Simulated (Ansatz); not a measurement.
The cluster Zn₇Te₆⁺, relaxed as a doublet with UKS PBE-D4/def2-SVP in Ansatz, starting from the GFN1-xTB geometry. Force threshold 0.03 eV/Å.

In the def2 sets Te takes a core potential; there is no spin–orbit coupling. The relaxation made no stability test and no search for a lower SCF solution. Another isomer (doublet) lies 0.35 eV lower at PBE0-D4/def2-TZVP; other spin states weren't run for this one.

Start:

```xyz
13

Zn    2.0997   -3.3234   -4.3760
Zn   -1.3074   -0.8614   -2.7477
Zn   -2.6338    1.3266   -0.6116
Zn   -1.3921    3.0384    3.3421
Zn    1.2605   -0.8779   -0.0622
Zn    4.3094   -3.4771   -3.3438
Zn    0.6955    0.5073    3.5330
Te    1.0131   -1.8370   -2.4370
Te   -0.3992    1.0218    0.9916
Te   -2.0137    3.3278    0.8587
Te    1.9982   -1.2596    2.2808
Te   -3.4870    0.2789   -2.6805
Te   -0.1433    2.1356    5.2528
```

| step | energy (eV) | largest force component (eV/Å) | SCF passes |
| --- | --- | --- | --- |
| 1 | -382602.3822 | 1.220 | 48 |
| 2 | -382602.6062 | 0.283 | 35 |
| 3 | -382602.7358 | 0.170 | 34 |
| 4 | -382602.8319 | 0.138 | 33 |
| 5 | -382602.9254 | 0.201 | 33 |
| 6 | -382603.0222 | 0.189 | 29 |
| 7 | -382603.1094 | 0.139 | 24 |
| 8 | -382603.2004 | 0.123 | 23 |
| 9 | -382603.2762 | 0.156 | 26 |
| 10 | -382603.3483 | 0.172 | 25 |
| 11 | -382603.4238 | 0.164 | 28 |
| 14 | -382603.6121 | 0.117 | 23 |
| 17 | -382603.7416 | 0.109 | 22 |
| 20 | -382603.8489 | 0.083 | 23 |
| 23 | -382604.0383 | 0.146 | 29 |
| 26 | -382604.3996 | 0.309 | 28 |
| 29 | -382604.9192 | 0.450 | 27 |
| 32 | -382605.0583 | 0.138 | 22 |
| 35 | -382605.2242 | 0.219 | 29 |
| 38 | -382605.6135 | 0.185 | 28 |
| 41 | -382605.8372 | 0.102 | 26 |
| 44 | -382606.0697 | 0.107 | 33 |
| 47 | -382606.2251 | 0.104 | 26 |
| 50 | -382606.2600 | 0.044 | 22 |
| 51 | -382606.2620 | 0.022 | 23 |

Force components are those of the run's own axes.

End:

Cartesian coordinates in Å:
```
Zn 1.422 -1.985 -1.220
Zn -0.135 0.761 -1.733
Zn -2.650 0.276 1.087
Zn -0.785 2.323 1.512
Zn 2.362 0.632 -0.556
Zn 0.544 -4.287 -1.709
Zn 0.039 -0.738 1.171
Te 1.912 -0.243 -3.075
Te 0.869 2.809 -0.396
Te -3.376 2.710 1.432
Te 2.543 -1.433 1.088
Te -1.721 -1.160 -0.884
Te -1.023 0.334 3.283
```

Bonds lost: Zn3–Te9, Zn7–Te9, Te9–Te10 (atoms count from 1). Bonds formed: Zn1–Te11, Zn2–Te9, Zn3–Te13, Zn7–Te12 (atoms count from 1). Metal–metal contacts that move far: Zn3–Zn4 4.48 to 2.80 Å, Zn2–Zn5 3.72 to 2.76 Å.

No frequencies were taken in this run, so the end may be a saddle point.

It took 4.6 min on 2 threads of AMD EPYC 7R13 on a shared host and a share (18 GiB) of an NVIDIA H100 80GB HBM3, peak host memory 1.1 GiB.
